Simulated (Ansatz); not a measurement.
C₄H₁₀O₂S, SMILES `CC(C)S(C)(=O)=O`, 17 atoms. Charge 0, multiplicity 1. Hardware: A = 2 threads of an AMD EPYC 7R13 on a shared host and a share of an NVIDIA H100 80 GB; B = 2 threads of an AMD EPYC 7R13 on a shared host. Correlated methods freeze the cores. Open-shell runs search over several starts.

(1) Give the basis size and wall time and peak host memory of each of these runs in Ansatz. RKS LC-ωPBE/def2-TZVPP energy [A]; RKS r2SCANh-D4/def2-TZVPP energy [A]; UKS B2PLYP (frozen core)/def2-TZVPP energy of the cation [A]; RKS PBE0-D4/def2-QZVPP energy [A]; UKS PBE0-D4/def2-TZVPP energy of the cation [A]; RHF-CCSD(T)/def2-SVP energy [A]; UHF-MP2/def2-QZVPP energy of the cation [A]; RHF-CCSD(T)/def2-TZVPP energy [A]; RKS ωB97M-V/def2-SVP energy [B]; UKS B3LYP-D4/def2-TZVPP energy of the cation [A]; UKS PBE-D4/def2-TZVPP energy of the cation [A]; UKS ωB97X-V/def2-TZVPP energy of the cation [A]. (Estimate.)

Answers

(1) The calculation gave: Other jobs shared the machine, so times are rough.

```json
{"level": "RHF-CCSD(T)/def2-SVP", "job": "energy [A]", "functions": "152", "wall time": "2.4 s", "peak host memory (GiB)": "0.78"}
{"level": "RKS LC-ωPBE/def2-TZVPP", "job": "energy [A]", "functions": "368", "wall time": "3.4 s", "peak host memory (GiB)": "0.9"}
{"level": "RKS r2SCANh-D4/def2-TZVPP", "job": "energy [A]", "functions": "368", "wall time": "3.6 s", "peak host memory (GiB)": "0.91"}
{"level": "UKS PBE0-D4/def2-TZVPP", "job": "energy of the cation [A]", "functions": "368", "wall time": "4.6 s", "peak host memory (GiB)": "0.96"}
{"level": "UKS B3LYP-D4/def2-TZVPP", "job": "energy of the cation [A]", "functions": "368", "wall time": "5 s", "peak host memory (GiB)": "0.97"}
{"level": "RKS PBE0-D4/def2-QZVPP", "job": "energy [A]", "functions": "712", "wall time": "5.5 s", "peak host memory (GiB)": "1.2"}
{"level": "UKS PBE-D4/def2-TZVPP", "job": "energy of the cation [A]", "functions": "368", "wall time": "7 s", "peak host memory (GiB)": "0.98"}
{"level": "UKS B2PLYP (frozen core)/def2-TZVPP", "job": "energy of the cation [A]", "functions": "368", "wall time": "7.5 s", "peak host memory (GiB)": "1.8"}
{"level": "UKS ωB97X-V/def2-TZVPP", "job": "energy of the cation [A]", "functions": "368", "wall time": "9 s", "peak host memory (GiB)": "1.1"}
{"level": "RKS ωB97M-V/def2-SVP", "job": "energy [B]", "functions": "152", "wall time": "11 s", "peak host memory (GiB)": "0.63"}
{"level": "RHF-CCSD(T)/def2-TZVPP", "job": "energy [A]", "functions": "368", "wall time": "19 s", "peak host memory (GiB)": "0.86"}
{"level": "UHF-MP2/def2-QZVPP", "job": "energy of the cation [A]", "functions": "712", "wall time": "24 s", "peak host memory (GiB)": "1.4"}
```

B3LYP here is the variant with VWN-RPA as its local correlation; programs differ in this. LC-ωPBE has ω = 0.4 bohr⁻¹.
